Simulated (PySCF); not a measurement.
Worked example: dipole moment from atomic charges

F2HIOSi, SMILES F[Si](O)(F)I. Atoms are numbered in the order given.

```xyz
6

O      1.5424     1.7252     0.0000
Si    -0.0003     1.1914     0.0000
F     -0.8044     1.7472     1.2797
F     -0.8044     1.7472    -1.2797
I      0.0084    -1.2190     0.0000
H      1.7014     2.6785     0.0000
```
Charge 0, spin multiplicity 1.

The structure is a stationary point at B3LYP-D3(BJ)/def2-SVP. The def2 effective core potentials stand for the cores of I; spin–orbit coupling is left out. The values are those of a single conformer.

Charges (e) from B3LYP/def2-TZVP (PySCF):

| atom | ESP fit | Mulliken |
|---|---|---|
| O1 | -0.605 | -0.488 |
| Si2 | 0.517 | 0.842 |
| F3 | -0.201 | -0.295 |
| F4 | -0.201 | -0.295 |
| I5 | 0.005 | -0.094 |
| H6 | 0.484 | 0.332 |

The dipole moment of the full density is 1.31 D.

What dipole moment does each set of point charges give, and which comes closer to that of the density?


μ = Σ q r, and 1 e Å = 4.8032 D.
ESP fit: Σ q r = (0.214, 0.160, 0.000) e Å, |μ| = 1.28 D.
Mulliken: Σ q r = (0.286, 0.134, 0.000) e Å, |μ| = 1.52 D.
ESP fit comes closer in size. Point charges leave out the atoms' own dipoles (lone pairs, polarised bonds); fits to the potential absorb them, partitions of the density don't.
